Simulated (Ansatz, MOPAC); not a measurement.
System: 4-selanylbutan-1-ol, C4H10OSe, net charge 0, singlet state. SMILES: [SeH]CCCCO

Atoms: O1, C2, C3, C4, C5, Se6, H7, H8, H9, H10, H11, H12, H13, H14, H15, H16. Bonds: O1-C2, O1-H7, C2-C3, C2-H8, C2-H9, C3-C4, C3-H10, C3-H11, C4-C5, C4-H12, C4-H13, C5-Se6, C5-H14, C5-H15, Se6-H16.

Bond lengths (Å) and angles (degrees) optimised at PM7 with MOPAC; MNDO with MOPAC; HF/6-31G* with LANL2DZ past Ar with Ansatz (a program for electronic structure); PBE/6-31G* with LANL2DZ past Ar with Ansatz, each started from the B3LYP-D3(BJ)/def2-TZVP structure (Ansatz) of the last column. A row stands for all coordinates that are equal there; 13 of 38 kinds are shown. 6-31G* holds six Cartesian d functions. No wavenumbers were computed at MNDO, PBE/6-31G* with LANL2DZ past Ar, so these may be saddle points.

| coordinate | PM7 | MNDO | HF/6-31G* with LANL2DZ past Ar | PBE/6-31G* with LANL2DZ past Ar | B3LYP-D3(BJ)/def2-TZVP |
|---|---|---|---|---|---|
| O1-C2 | 1.413 | 1.395 | 1.404 | 1.429 | 1.425 |
| O1-H7 | 0.976 | 0.947 | 0.947 | 0.979 | 0.963 |
| C2-C3 | 1.530 | 1.554 | 1.525 | 1.535 | 1.524 |
| C2-H8 | 1.107 to 1.110 | 1.114 to 1.120 | 1.083 | 1.105 | 1.092 |
| C2-H9 | 1.105 | 1.114 to 1.124 | 1.089 | 1.111 | 1.097 |
| C3-C4 | 1.536 | 1.541 | 1.531 | 1.538 | 1.529 |
| C3-H10 | 1.106 | 1.115 | 1.088 | 1.108 | 1.096 |
| C4-C5 | 1.516 | 1.526 | 1.523 | 1.524 | 1.519 |
| O1-C2-C3 | 111.4 | 115.0 | 112.9 | 113.3 | 113.1 |
| C2-C3-C4 | 110.4 | 115.7 | 113.0 | 112.7 | 113.1 |
| C3-C4-C5 | 110.8 | 113.7 | 111.7 | 112.2 | 112.2 |
| C4-C5-Se6 | 112.6 | 113.3 | 114.1 | 114.0 | 114.1 |
| C2-O1-H7 | 110.9 | 111.9 | 109.4 | 106.5 | 108.5 |

A range marks coordinates that this level makes unequal.

Mean signed difference of all 15 bond lengths from B3LYP-D3(BJ)/def2-TZVP: PM7 0.005 Å, MNDO 0.009 Å, HF/6-31G* with LANL2DZ past Ar -0.005 Å, PBE/6-31G* with LANL2DZ past Ar 0.016 Å.
